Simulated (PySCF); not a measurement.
C3H9FOSi, SMILES CC(C)(F)[SiH2]O. Atoms are numbered in the order given.

```xyz
15

C     -0.9919    -1.1784     0.9772
C     -0.6974    -0.0952    -0.0419
C     -1.8902     0.7897    -0.3329
F     -0.3662    -0.7725    -1.2697
Si     0.9501     0.8172     0.2897
O      2.1480    -0.3304     0.1167
H     -1.8271    -1.8095     0.6295
H     -0.1101    -1.8190     1.1336
H     -1.2695    -0.7338     1.9460
H     -1.6687     1.5011    -1.1431
H     -2.1731     1.3640     0.5641
H     -2.7565     0.1779    -0.6367
H      1.0500     1.3572     1.6742
H      1.0609     1.9299    -0.7035
H      1.9815    -0.9097    -0.6404
```

Geometry optimised at r2SCAN-D4/def2-SVP. The structure was generated by enumeration, and PubChem lists no compound with its InChIKey, so it may never have been made. One conformer was computed; it need not be the lowest.

Two levels are set side by side: PBE/pcSseg-1 (PySCF) and KT2/pcSseg-1 (PySCF). GIAO shifts against CFCl3 (¹⁹F), H2O (¹⁷O), TMS (²⁹Si), TMS (¹H), TMS (¹³C) at the same level; non-relativistic, no solvent, atoms listed together averaged. Differences are taken from unrounded values.

```tsv
quantity	KT2
δ(¹³C) of C1, C3 (ppm)	27.2
δ(¹³C) of C2 (ppm)	97.5
δ(¹⁹F) of F4 (ppm)	-213.3
δ(²⁹Si) of Si5 (ppm)	-12.4
δ(¹⁷O) of O6 (ppm)	13.1
δ(¹H) of H15 (ppm)	1.41
```

What does PBE give, and how far is it from KT2? (Estimate from the structure and the level; the computed values follow.)


```json
[
 {"quantity": "δ(¹³C) of C1, C3 (ppm)", "PBE": "27.7", "PBE minus KT2": "0.4"},
 {"quantity": "δ(¹³C) of C2 (ppm)", "PBE": "100.6", "PBE minus KT2": "3.1"},
 {"quantity": "δ(¹⁹F) of F4 (ppm)", "PBE": "-209.6", "PBE minus KT2": "3.7"},
 {"quantity": "δ(²⁹Si) of Si5 (ppm)", "PBE": "-12.7", "PBE minus KT2": "-0.3"},
 {"quantity": "δ(¹⁷O) of O6 (ppm)", "PBE": "17.4", "PBE minus KT2": "4.3"},
 {"quantity": "δ(¹H) of H15 (ppm)", "PBE": "1.48", "PBE minus KT2": "0.07"}
]
```

Rough cost on one machine, each run with all the roots and properties that it gave: KT2 against PBE within a factor of 2.
